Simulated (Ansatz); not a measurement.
Calculated with Ansatz (gas phase, PBE0-D4/def2-TZVP geometries, no zero-point term in ΔE). CCSD(T)/CBS is the MP2 limit (def2-TZVPP, def2-QZVPP) plus CCSD(T) − MP2 in def2-TZVPP, frozen cores. Functionals use def2-TZVPP. For Sc outer-core shells are correlated without core-valence functions, which leaves a few kJ/mol of doubt a bond. Scalar relativity is left out up to krypton. One conformer a species, not always the lowest.

Consider the ligand exchange at the Si–C bond: `O[SiH]1C=C1[SiH3]` + `[OH][Sc]([F])[F]` → `[F][Sc]([F])[O][SiH3]` + `O[SiH]1C=C1`.

`O[SiH]1C=C1[SiH3]`:

Cartesian coordinates in Å:
```
O 2.196 0.659 1.589
Si 1.191 -0.502 1.019
C 0.882 -0.837 -0.705
C -0.172 -0.209 -0.132
Si -1.824 0.408 -0.684
H 2.352 1.421 1.029
H 1.159 -1.525 2.076
H 1.059 -1.174 -1.722
H -2.062 0.113 -2.124
H -2.891 -0.233 0.128
H -1.891 1.879 -0.474
```

`[OH][Sc]([F])[F]`:

Cartesian coordinates in Å:
```
O -0.834 0.691 -0.714
Sc 0.356 -0.295 0.305
F -0.253 -1.558 1.508
F 2.178 -0.037 0.140
H -1.447 1.198 -1.238
```

`[F][Sc]([F])[O][SiH3]`:

```xyz
8

F     1.936    2.646    0.140
Sc    1.754    0.816    0.262
F     3.228   -0.230    0.624
O     0.070    0.020    0.016
Si   -1.401   -0.655   -0.207
H    -2.425    0.073    0.589
H    -1.388   -2.080    0.221
H    -1.775   -0.591   -1.646
```

`O[SiH]1C=C1`:

```xyz
8

O    -1.199   -1.461   -0.644
Si    0.199   -0.675   -0.303
C     0.405    0.554    0.982
C     0.396    1.104   -0.247
H    -2.017   -1.005   -0.434
H     1.253   -1.611   -0.730
H     0.492    0.968    1.981
H     0.472    2.125   -0.606
```

```json
{"level": "ωB97X-V", "ΔE (eV)": "-0.94"}
{"level": "B2PLYP", "ΔE (eV)": "-0.98"}
{"level": "PBE0", "ΔE (eV)": "-0.88"}
{"level": "MP2/CBS(def2)", "ΔE (eV)": "-0.96"}
```

**Question.** What does CCSD(T)/CBS give? (Estimate.)

**Answer.** Computed: -0.97 eV. The listed levels differ from it by 0.03, -0.01, 0.09, 0.01 eV.

Largest T1 diagnostic among the species: 0.017.

The D4 term adds +0.05 eV with B3LYP and +0.03 eV with PBE0; it sums over pairs of atoms, weighted by their polarisabilities, and B3LYP, whose exchange is more repulsive, gets the larger term. From PBE to PBE0 (25 % exact exchange), in def2-TZVPP and without D4, ΔE moves by −0.06 eV.

B3LYP here is the variant with VWN-RPA as its local correlation; programs differ in this.
